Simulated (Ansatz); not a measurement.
Input file for Ansatz (an electronic-structure program): R-CCSD(T)/cc-pV(D+d)Z on H2OSi (SMILES O[SiH]), a point of a torsion scan. Files ending in .json are basis or fitting sets from the Basis Set Exchange.

Ansatz 0.2 input:
```yaml
crystal:
  periodic: [false, false, false]
  atoms:
    - {symbol: O, position_ang: [-0.77212138, 0.21474178, 0.28012874]}
    - {symbol: Si, position_ang: [0.68281048, 0.75067798, -0.28859014]}
    - {symbol: H, position_ang: [-1.33013528, -0.43399574, -0.12846584]}
    - {symbol: H, position_ang: [1.48785321, 0.33643047, 0.89282606]}
basis:
  gaussian:
    orbitals: cc-pV_D+d_Z.json
magnetization: {spin_polarized: false}
correlation: {method: ccsd_t, electrons: outside_noble_gas}
scf: {lower_state_search: off}
```

Q: Give the final energy of this run.

A: -365.2425 hartree (reference determinant -364.9398, T1 diagnostic 0.017).
